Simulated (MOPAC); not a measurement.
MOPAC input (AM1):

```
AM1 1SCF CHARGE=-1 GEO-OK AUX(PRECISION=9) THREADS=1
C5H5Se

C    -2.68756700 1   -1.09566200 1   -0.09974300 1
C    -1.25910700 1   -0.59699900 1   -0.05694100 1
C    -0.98962200 1    0.74995300 1    0.10401300 1
Se    0.93219700 1    0.84925400 1    0.09185100 1
C     1.08270900 1   -1.02300900 1   -0.13850800 1
C    -0.17350200 1   -1.54020500 1   -0.18574700 1
H    -3.36842200 1   -0.25057900 1    0.01197700 1
H    -2.90416200 1   -1.81420100 1    0.70312300 1
H    -2.92626100 1   -1.60074900 1   -1.04616500 1
H     2.01454500 1   -1.56549100 1   -0.21647400 1
H    -0.34785600 1   -2.60809300 1   -0.31385000 1
```

Output:

```
 *******************************************************************************
 **                                                                           **
 **                              MOPAC v23.2.5                                **
 **                                                                           **
 *******************************************************************************
 ** MOPAC's Digital Object Identifier: https://doi.org/10.5281/zenodo.6511958 **
 **                                                                           **
 ** Please cite the open-source release paper for use of this MOPAC version:  **
 ** J. E. Moussa and J. J. P. Stewart (2026)                                  **
 ** MOPAC: An open-source semiempirical molecular orbital program             **
 ** J. Open Source Softw., 11(119), 8025, https://doi.org/10.21105/joss.08025 **
 *******************************************************************************

                              AM1 CALCULATION RESULTS

 *******************************************************************************
 *  AM1        - The AM1 Hamiltonian to be used
 *  GEO-OK     - OVERRIDE INTERATOMIC DISTANCE AND OTHER SAFETY CHECKS
 *
 *
 *
 *                 CHARGE ON SYSTEM = -1
 *
 *
 *
 *  1SCF       - DO 1 SCF AND THEN STOP
 *  AUX        - OUTPUT AUXILIARY INFORMATION
 *******************************************************************************
AM1 1SCF CHARGE=-1 GEO-OK AUX(PRECISION=9) THREADS=1
 C5H5Se

   ATOM   CHEMICAL          X               Y               Z
  NUMBER   SYMBOL      (ANGSTROMS)     (ANGSTROMS)     (ANGSTROMS)

     1       C         -2.68756700  *  -1.09566200  *  -0.09974300  *
     2       C         -1.25910700  *  -0.59699900  *  -0.05694100  *
     3       C         -0.98962200  *   0.74995300  *   0.10401300  *
     4      Se          0.93219700  *   0.84925400  *   0.09185100  *
     5       C          1.08270900  *  -1.02300900  *  -0.13850800  *
     6       C         -0.17350200  *  -1.54020500  *  -0.18574700  *
     7       H         -3.36842200  *  -0.25057900  *   0.01197700  *
     8       H         -2.90416200  *  -1.81420100  *   0.70312300  *
     9       H         -2.92626100  *  -1.60074900  *  -1.04616500  *
    10       H          2.01454500  *  -1.56549100  *  -0.21647400  *
    11       H         -0.34785600  *  -2.60809300  *  -0.31385000  *

          CARTESIAN COORDINATES

    NO.       ATOM           X           Y           Z

     1         C         -2.6876     -1.0957     -0.0997
     2         C         -1.2591     -0.5970     -0.0569
     3         C         -0.9896      0.7500      0.1040
     4        Se          0.9322      0.8493      0.0919
     5         C          1.0827     -1.0230     -0.1385
     6         C         -0.1735     -1.5402     -0.1857
     7         H         -3.3684     -0.2506      0.0120
     8         H         -2.9042     -1.8142      0.7031
     9         H         -2.9263     -1.6007     -1.0462
    10         H          2.0145     -1.5655     -0.2165
    11         H         -0.3479     -2.6081     -0.3139

  H: (AM1): M.J.S. DEWAR ET AL, J. AM. CHEM. SOC. 107 3902-3909 (1985)
  C: (AM1): M.J.S. DEWAR ET AL, J. AM. CHEM. SOC. 107 3902-3909 (1985)
 Se: (AM1): J. J. P. STEWART, J. MOL. MOD., 10, 155-164 (2004)

           Empirical Formula: C5 H5 Se  =    11 atoms

      MOLECULAR POINT GROUP   :   Cs

      RHF CALCULATION, NO. OF DOUBLY OCCUPIED LEVELS = 16

 -------------------------------------------------------------------------------
 AM1 1SCF CHARGE=-1 GEO-OK AUX(PRECISION=9) THREADS=1
 C5H5Se

     1SCF WAS SPECIFIED, SO BFGS WAS NOT USED
     SCF FIELD WAS ACHIEVED

                              AM1 CALCULATION
                                                       MOPAC v23.2.5 Linux

          FINAL HEAT OF FORMATION =         65.65031 KCAL/MOL =     274.68090 KJ/MOL

          COSMO AREA              =        135.69 SQUARE ANGSTROMS
          COSMO VOLUME            =        128.02 CUBIC ANGSTROMS

          IONIZATION POTENTIAL    =          3.350411 EV
          HOMO LUMO ENERGIES (EV) =         -3.350  5.288
          NO. OF FILLED LEVELS    =         16
          MOLECULAR WEIGHT        =        144.0545         POINT GROUP:  Cs

          MOLECULAR DIMENSIONS (Angstroms)

            Atom       Atom       Distance
            H    10    H     7     5.54595
            H    11   Se     4     3.68667
            H     8    H     9     1.76240

          SCF CALCULATIONS        =          1

   ATOM   CHEMICAL          X               Y               Z
  NUMBER   SYMBOL      (ANGSTROMS)     (ANGSTROMS)     (ANGSTROMS)

     1       C         -2.68756700  *  -1.09566200  *  -0.09974300  *
     2       C         -1.25910700  *  -0.59699900  *  -0.05694100  *
     3       C         -0.98962200  *   0.74995300  *   0.10401300  *
     4      Se          0.93219700  *   0.84925400  *   0.09185100  *
     5       C          1.08270900  *  -1.02300900  *  -0.13850800  *
     6       C         -0.17350200  *  -1.54020500  *  -0.18574700  *
     7       H         -3.36842200  *  -0.25057900  *   0.01197700  *
     8       H         -2.90416200  *  -1.81420100  *   0.70312300  *
     9       H         -2.92626100  *  -1.60074900  *  -1.04616500  *
    10       H          2.01454500  *  -1.56549100  *  -0.21647400  *
    11       H         -0.34785600  *  -2.60809300  *  -0.31385000  *

                             CARTESIAN COORDINATES

   1    C       -2.687567000    -1.095662000    -0.099743000
   2    C       -1.259107000    -0.596999000    -0.056941000
   3    C       -0.989622000     0.749953000     0.104013000
   4   Se        0.932197000     0.849254000     0.091851000
   5    C        1.082709000    -1.023009000    -0.138508000
   6    C       -0.173502000    -1.540205000    -0.185747000
   7    H       -3.368422000    -0.250579000     0.011977000
   8    H       -2.904162000    -1.814201000     0.703123000
   9    H       -2.926261000    -1.600749000    -1.046165000
  10    H        2.014545000    -1.565491000    -0.216474000
  11    H       -0.347856000    -2.608093000    -0.313850000

           Empirical Formula: C5 H5 Se  =    11 atoms

      MOLECULAR POINT GROUP   :   Cs

                  EIGENVALUES
 -31.64318 -26.26511 -21.56423 -18.24292 -14.07049 -12.60097 -11.14448  -9.84830
  -9.57242  -8.10676  -7.09896  -6.85275  -5.85847  -3.64729  -3.36790  -3.35041
   5.28839   5.62531   6.50056   7.21124   8.63129   8.82312   8.86015   8.96461
   9.10182   9.63432  10.22803  10.64719  11.26892

              NET ATOMIC CHARGES AND DIPOLE CONTRIBUTIONS

  ATOM NO.   TYPE          CHARGE      No. of ELECS.   s-Pop       p-Pop
    1          C          -0.099659        4.0997     1.20124     2.89842
    2          C          -0.365712        4.3657     1.22196     3.14375
    3          C          -0.180456        4.1805     1.69949     2.48097
    4         Se          -0.193250        6.1932     1.94401     4.24924
    5          C          -0.356260        4.3563     1.27980     3.07646
    6          C          -0.111105        4.1111     1.22080     2.89031
    7          H           0.056115        0.9439     0.94389
    8          H           0.024258        0.9757     0.97574
    9          H           0.024258        0.9757     0.97574
   10          H           0.112628        0.8874     0.88737
   11          H           0.089183        0.9108     0.91082
 DIPOLE           X         Y         Z       TOTAL
 POINT-CHG.     1.673     0.846     0.082     1.876
 HYBRID         0.261    -2.727    -0.336     2.760
 SUM            1.933    -1.881    -0.254     2.709

          ATOMIC ORBITAL ELECTRON POPULATIONS

     Atom    s        px        py        pz
    1  C   1.20124   0.96421   0.97307   0.96114
    2  C   1.22196   0.90808   0.95846   1.27721
    3  C   1.69949   0.68565   1.11687   0.67845
    4 Se   1.94401   1.35746   1.04385   1.84793
    5  C   1.27980   0.95851   0.94502   1.17293
    6  C   1.22080   0.93348   0.95734   0.99949
    7  H   0.94389
    8  H   0.97574
    9  H   0.97574
   10  H   0.88737
   11  H   0.91082

 **********************
 *                    *
 * JOB ENDED NORMALLY *
 *                    *
 **********************

 == MOPAC DONE ==
```

The dipole moment of an ion depends on the origin.

The geometry given is a B3LYP-D3(BJ)/def2-TZVP minimum.
